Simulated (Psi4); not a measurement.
C2H2Cl (SMILES [CH]=CCl), doublet (typed; the unrestricted solution is spin-contaminated), at a GFN2-xTB geometry; MP2/STO-3G run with Psi4.

The Psi4 input:
```
memory 2 GB

molecule {
0 2
C    -0.15812136    0.84949158    0.00022359
C     0.97259348    1.42818972    0.01535444
Cl   -0.33990486   -0.95740851   -0.00651845
H    -1.13412407    1.30084788   -0.01044600
H     2.02567392    1.30900905    0.02779152
}

set {
  basis sto-3g
  reference uhf
}

energy('mp2')
print_variables()
```

What the program printed (banner, timings and long lists left out):

```
    SCF Algorithm Type (re)set to DF.

   => Loading Basis Set <=

    Name: STO-3G
    Role: ORBITAL
    Keyword: BASIS

         ---------------------------------------------------------
                                   SCF
               by Justin Turney, Rob Parrish, Andy Simmonett
                          and Daniel G. A. Smith
                              UHF Reference
         ---------------------------------------------------------

  ==> Geometry <==

    Molecular point group: c1
    Full point group: C1

    Geometry (in Angstrom), charge = 0, multiplicity = 2:

       Center              X                  Y                   Z               Mass
    ------------   -----------------  -----------------  -----------------  -----------------
         C           -0.138198968443     0.907165203725    -0.000000000077    12.000000000000
         C            0.992616168943     1.485865172894    -0.000000000077    12.000000000000
         CL          -0.320050711361    -0.899740597588    -0.000000000077    34.968852682000
         H           -1.114259336556     1.358522930396     0.000000003607     1.007825032230
         H            2.045770005890     1.366684126186     0.000000000926     1.007825032230

  Running in c1 symmetry.

  Rotational constants: A =      1.99661  B =      0.20791  C =      0.18830 [cm^-1]
  Rotational constants: A =  59856.91134  B =   6233.05161  C =   5645.20240 [MHz]
  Nuclear repulsion =   80.088202112638854

  Charge       = 0
  Multiplicity = 2
  Electrons    = 31
  Nalpha       = 16
  Nbeta        = 15

  ==> Algorithm <==

  SCF Algorithm Type is DF.
  DIIS enabled.
  MOM disabled.
  Fractional occupation disabled.
  Guess Type is SAD.
  Energy threshold   = 1.00e-08
  Density threshold  = 1.00e-08
  Integral threshold = 1.00e-12

  ==> Primary Basis <==

  Basis Set: STO-3G
    Blend: STO-3G
    Number of shells: 13
    Number of basis functions: 21
    Number of Cartesian functions: 21
    Spherical Harmonics?: true
    Max angular momentum: 1

   => Loading Basis Set <=

    Name: (STO-3G AUX)
    Role: JKFIT
    Keyword: DF_BASIS_SCF

  ==> Integral Setup <==

  SCF_SUBTYPE=INCORE selected. In-core MEM_DF algorithm will be used.
  Using in-core AOs.

  ==> MemDFJK: Density-Fitted J/K Matrices <==

    J tasked:                   Yes
    K tasked:                   Yes
    wK tasked:                   No
    Algorithm:                 Core
    Schwarz Cutoff:           1E-12
    Mask sparsity (%):       2.7211
    Fitting Condition:        1E-10

   => Auxiliary Basis Set <=

  Basis Set: (STO-3G AUX)
    Blend: DEF2-UNIVERSAL-JKFIT
    Number of shells: 100
    Number of basis functions: 314
    Number of Cartesian functions: 373
    Spherical Harmonics?: true
    Max angular momentum: 4

  Minimum eigenvalue in the overlap matrix is 1.7161029707E-01.
  Reciprocal condition number of the overlap matrix is 8.1110748898E-02.
    Using symmetric orthogonalization.

  ==> Pre-Iterations <==

  SCF Guess: Superposition of Atomic Densities via on-the-fly atomic UHF (no occupation information).

   -------------------------
    Irrep   Nso     Nmo
   -------------------------
     A         21      21
   -------------------------
    Total      21      21
   -------------------------

  ==> Iterations <==

                           Total Energy        Delta E     RMS |[F,P]|

   @DF-UHF iter SAD:  -528.76402727297182   -5.28764e+02   0.00000e+00
   @DF-UHF iter   1:  -530.37344702242387   -1.60942e+00   9.57008e-03 ADIIS/DIIS
   @DF-UHF iter   2:  -530.41545078186914   -4.20038e-02   3.64414e-03 ADIIS/DIIS
   @DF-UHF iter   3:  -530.42085643300732   -5.40565e-03   1.69412e-03 ADIIS/DIIS
   @DF-UHF iter   4:  -530.42319244362852   -2.33601e-03   1.07770e-03 ADIIS/DIIS
   @DF-UHF iter   5:  -530.42476729950283   -1.57486e-03   9.35358e-04 ADIIS/DIIS
   @DF-UHF iter   6:  -530.42679995763217   -2.03266e-03   8.89214e-04 ADIIS/DIIS
[...]

    Alpha Occupied:

[...]
      16A     -0.368940

    Alpha Virtual:

[...]
    Beta Occupied:

[...]
    Beta Virtual:

[...]
    Final Occupation by Irrep:
              A
    DOCC [    15 ]
    SOCC [     1 ]
    NA   [    16 ]
    NB   [    15 ]

  @DF-UHF Final Energy:  -530.43254158804814

   => Energetics <=

    Nuclear Repulsion Energy =             80.0882021126388537
    One-Electron Energy =                -891.1597006342167333
    Two-Electron Energy =                 280.6389569335296983
    Total Energy =                       -530.4325415880481387

  UHF NO Occupations:
  HONO-2 :   14  A 1.9885320
  HONO-1 :   15  A 1.8547988
  HONO-0 :   16  A 1.0000000
  LUNO+0 :   17  A 0.1452012
  LUNO+1 :   18  A 0.0114680
  LUNO+2 :   19  A 0.0044800
  LUNO+3 :   20  A 0.0016190

Computation Completed

Properties will be evaluated at   0.000000,   0.000000,   0.000000 [a0]

Properties computed using the SCF density matrix

 Multipole Moments:

 ------------------------------------------------------------------------------------
     Multipole            Electronic (a.u.)      Nuclear  (a.u.)        Total (a.u.)
 ------------------------------------------------------------------------------------

 L = 1.  Multiply by 2.5417464519 to convert [e a0] to [Debye]
 Dipole X            :         -0.9032209            1.1662478            0.2630270
 Dipole Y            :         -2.5653659            3.3784508            0.8130849
 Dipole Z            :         -0.0000000            0.0000000            0.0000000
 Magnitude           :                                                    0.8545702

 ------------------------------------------------------------------------------------

  //>>>>>>>>>>>>>>>>>>>>>>>>>>>>>>>>>>>//
  //               DFMP2               //
  //<<<<<<<<<<<<<<<<<<<<<<<<<<<<<<<<<<<//

   => Loading Basis Set <=

    Name: (STO-3G AUX)
    Role: RIFIT
    Keyword: DF_BASIS_MP2

	 --------------------------------------------------------
	                          DF-MP2
	      2nd-Order Density-Fitted Moller-Plesset Theory

	        Rob Parrish, Justin Turney, Andy Simmonett,
	           Ed Hohenstein, and C. David Sherrill
	 --------------------------------------------------------

	 --------------------------------------------------------
	                 NBF =    21, NAUX =   186
	 --------------------------------------------------------
	   CLASS    FOCC     OCC    AOCC    AVIR     VIR    FVIR
	   ALPHA       0      16      16       5       5       0
	    BETA       0      15      15       6       6       0
	 --------------------------------------------------------

	-----------------------------------------------------------
	 ==================> DF-MP2 Energies <====================
	-----------------------------------------------------------
	 Reference Energy          =    -530.4325415880481387 [Eh]
	 Singles Energy            =      -0.0000000000000000 [Eh]
	 Same-Spin Energy          =      -0.0146360873123000 [Eh]
	 Opposite-Spin Energy      =      -0.0759052954914154 [Eh]
	 Correlation Energy        =      -0.0905413828037154 [Eh]
	 Total Energy              =    -530.5230829708518741 [Eh]
	-----------------------------------------------------------
	 ================> DF-SCS-MP2 Energies <==================
	-----------------------------------------------------------
	 SCS Same-Spin Scale       =       0.3333333333333333 [-]
	 SCS Opposite-Spin Scale   =       1.2000000000000000 [-]
	 SCS Same-Spin Energy      =      -0.0048786957707667 [Eh]
	 SCS Opposite-Spin Energy  =      -0.0910863545896985 [Eh]
	 SCS Correlation Energy    =      -0.0959650503604652 [Eh]
	 SCS Total Energy          =    -530.5285066384086576 [Eh]
	-----------------------------------------------------------

  Variable Map:
  ----------------------------------------------------------------------------
[...]
  Array Variable Map:
  ----------------------------------------------------------------------------
[...]
[...]
```
